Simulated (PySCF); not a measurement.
Si(Cl)2(OH)(NH2) (Cl2H3NOSi), SMILES N[Si](O)(Cl)Cl.

Geometry optimised at PBE-D3(BJ)/def2-SVP. The structure was generated by enumeration, and PubChem lists no compound with its InChIKey, so it may never have been made. The values are those of a single conformer.

Calculation: TDA-B3LYP/def2-SVPD in PySCF.

Vertical excitations. Gas-phase values at a fixed geometry.

| state | energy (eV) | λ (nm) | f | main pairs |
|---|---|---|---|---|
| S1 | 6.56 | 189 | 0.025 | HOMO→LUMO 98 % |
| S2 | 7.29 | 170 | 0.017 | HOMO−1→LUMO 92 % |
| S3 | 7.38 | 168 | 0.010 | HOMO→LUMO+1 61 %, HOMO→LUMO+2 30 % |
| S4 | 7.59 | 163 | 0.015 | HOMO→LUMO+2 62 %, HOMO→LUMO+1 28 % |
| S5 | 7.67 | 162 | 0.044 | HOMO−2→LUMO 92 % |
| S6 | 7.96 | 156 | 0.081 | HOMO−3→LUMO 89 % |
| S7 | 8.13 | 153 | 0.061 | HOMO−4→LUMO 67 %, HOMO−1→LUMO+1 18 % |
| S8 | 8.14 | 152 | 0.036 | HOMO−1→LUMO+1 59 %, HOMO−4→LUMO 23 % |
| S9 | 8.25 | 150 | 0.024 | HOMO→LUMO+5 26 %, HOMO→LUMO+4 19 %, HOMO→LUMO+3 18 %, HOMO−2→LUMO+1 13 % |
| S10 | 8.34 | 149 | 0.059 | HOMO−5→LUMO 55 %, HOMO→LUMO+5 10 %, HOMO−2→LUMO+1 8 % |
| T1 | 6.22 | 199 | 0 | HOMO→LUMO 89 % |
| T2 | 6.98 | 178 | 0 | HOMO−1→LUMO 74 % |
| T3 | 7.12 | 174 | 0 | HOMO→LUMO+1 49 %, HOMO→LUMO+2 26 %, HOMO−1→LUMO 10 % |
| T4 | 7.30 | 170 | 0 | HOMO−2→LUMO 49 %, HOMO→LUMO+1 25 %, HOMO→LUMO+2 9 % |
Triplets are in the Tamm–Dancoff approximation.
